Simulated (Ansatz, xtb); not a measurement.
## Two structures of GeH5P3

Structure a: `P1[PH][GeH2][PH]1`, a singlet. Structure b: a singlet given by its coordinates. Both are isolated molecules in the gas phase, relaxed with BLYP-D3(BJ)/def2-SVP.

a (Å):

| atom | x (Å) | y (Å) | z (Å) |
| --- | --- | --- | --- |
| Ge | -0.0523 | -0.5936 | -1.0028 |
| P | -2.7493 | 0.8723 | -1.5759 |
| P | -2.2134 | -0.7458 | -0.0002 |
| P | -0.8845 | 0.5571 | -2.9218 |
| H | -2.1125 | 1.9209 | -0.8187 |
| H | -2.6138 | -1.7981 | -0.9021 |
| H | 0.8016 | 0.4065 | -0.1685 |
| H | 0.7602 | -1.9105 | -1.2205 |
| H | -1.4470 | -0.6543 | -3.4672 |

b (Å):

```xyz
9

Ge   -0.7519    1.0946   -1.8864
P    -2.6951   -0.3448   -1.1649
P    -1.3674   -1.1843   -2.7849
P     0.5246   -0.0845   -0.1241
H    -4.0290   -0.4081   -1.6713
H    -2.7100   -1.3514   -0.1531
H    -2.2246   -0.6250   -3.8053
H     0.9576    1.1358    0.5111
H     1.6759   -0.1395   -0.9906
```

Close contacts (Å): Ge1–P2 2.52, Ge1–P3 2.53, Ge1–P4 2.47, P2–P3 2.26, P2–H5 1.43, P2–H6 1.43, P3–H7 1.45, P4–H8 1.44, P4–H9 1.44.

**Question.** Estimate which is lower in electronic energy at CCSD(T)/def2-SVP + ΔMP2/def2-TZVPP, and by roughly how much.

**Answer.** The CCSD(T)/def2-SVP + ΔMP2/def2-TZVPP calculation puts structure a lower, by 13.2 kcal/mol.

The same difference at several levels:

```tsv
level	geometry	E(b) − E(a) (kcal/mol)	departure from the last row (kcal/mol)	job, with rough time for the two
BLYP-D3(BJ)/def2-SVP	BLYP-D3(BJ)/def2-SVP	+6.7	−6.6	optimisation, 95 s
HF/def2-SVP	BLYP-D3(BJ)/def2-SVP	+15.1	+1.9	part of the CCSD(T) run
MP2/def2-SVP	BLYP-D3(BJ)/def2-SVP	+15.1	+1.9	part of the CCSD(T) run
CCSD(T)/def2-SVP	BLYP-D3(BJ)/def2-SVP	+14.1	+0.9	single point
CCSD(T)/def2-SVP + ΔMP2/def2-TZVPP	BLYP-D3(BJ)/def2-SVP	+13.2		single point, 53 s
```

None of the levels shown reverses the order. The largest departure from CCSD(T)/def2-SVP + ΔMP2/def2-TZVPP is that of BLYP-D3(BJ)/def2-SVP, 6.6 kcal/mol. Levels run at GFN2-xTB geometries aren't shown. The last row adds to CCSD(T) the change of the MP2 difference between the two basis sets, here −0.9 kcal/mol.

With harmonic frequencies from BLYP-D3(BJ)/def2-SVP (ideal gas, rigid rotor, one conformer each, 298.15 K, 1 atm): on the last row, ΔE + ΔZPE = +13.2, ΔH = +13.9, ΔG = +12.3 kcal/mol.

The correlated steps freeze 24 core orbitals; the filled d shell of Ge is correlated, in a basis made for valence electrons. Mirror images aren't counted in ΔG. Codes used: Ansatz 0.2.0; the last row on 2 threads of AMD EPYC 7R43 64-Core Processor (Zen 3) on a shared host.
